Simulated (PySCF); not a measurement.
Compound: C₅H₉OP.
Structure used (GFN2-xTB), in Å, numbered top down from 1:
```
atom  x, y, z in Å
C1     2.245    0.622   -0.777
C2     1.597   -0.443   -0.347
C3     0.346   -0.349    0.448
C4    -0.882   -1.156   -0.036
C5    -1.960   -0.135    0.375
P6    -0.676    1.194    0.389
O7    -0.627    2.242    1.408
H8     3.158    0.559   -1.343
H9     1.875    1.614   -0.553
H10    1.954   -1.445   -0.554
H11    0.546   -0.576    1.504
H12   -0.851   -1.268   -1.120
H13   -0.990   -2.140    0.415
H14   -2.818   -0.052   -0.288
H15   -2.312   -0.303    1.394
H16   -0.611    1.645   -0.927
```

Method used: TDDFT wB97X-D/def2-SVPD, vertical, gas phase, core orbitals frozen in the response (PySCF 2.14.0, density-fitted response routines).

Transition dipole moments from the ground state, in atomic units and in the frame of the coordinates above (overall signs are arbitrary), for the states with f of 0.002 or more among the lowest 7:

| state | E (eV) | μx | μy | μz |
| --- | --- | --- | --- | --- |
| S1 | 7.021 | -0.375 | -0.122 | 0.307 |
| S2 | 7.218 | 0.397 | 0.287 | -0.244 |
| S3 | 7.229 | -0.260 | 0.015 | 0.009 |
| S4 | 7.313 | 0.077 | 0.346 | -0.091 |
| S5 | 7.568 | -0.622 | -0.376 | 0.057 |
| S6 | 7.698 | -0.238 | 0.016 | -0.272 |
| S7 | 7.734 | 0.268 | 0.426 | 0.046 |

Problem. Work out the oscillator strengths.

Solution. f = (2/3) ΔE |μ|² with ΔE in hartree (27.2114 eV).

```json
{"state": "S1", "|μ|² (au)": "0.250", "|μ| (D)": "1.27", "f": "0.043"}
{"state": "S2", "|μ|² (au)": "0.300", "|μ| (D)": "1.39", "f": "0.053"}
{"state": "S3", "|μ|² (au)": "0.068", "|μ| (D)": "0.66", "f": "0.012"}
{"state": "S4", "|μ|² (au)": "0.134", "|μ| (D)": "0.93", "f": "0.024"}
{"state": "S5", "|μ|² (au)": "0.532", "|μ| (D)": "1.85", "f": "0.099"}
{"state": "S6", "|μ|² (au)": "0.131", "|μ| (D)": "0.92", "f": "0.025"}
{"state": "S7", "|μ|² (au)": "0.256", "|μ| (D)": "1.28", "f": "0.048"}
```

Problem. Which bond between heavy atoms lies closest to the direction of the S5 transition dipole?

Solution. C5–P6, at 16° from it; next C3–C4 at 23°.

Problem. What angle do the transition dipoles of S4 and S7 make?

Solution. |cos θ| = |μa·μb| / (|μa| |μb|) = 0.89, so θ ≈ 28° (taken between 0 and 90°, since the signs are arbitrary).

Problem. How is the summed strength of these states shared among x, y and z?

Solution. (2/3) Σ ΔE μα² gives 0.161 for x, 0.099 for y and 0.043 for z, 0.304 in all.

One conformer stands for the species.
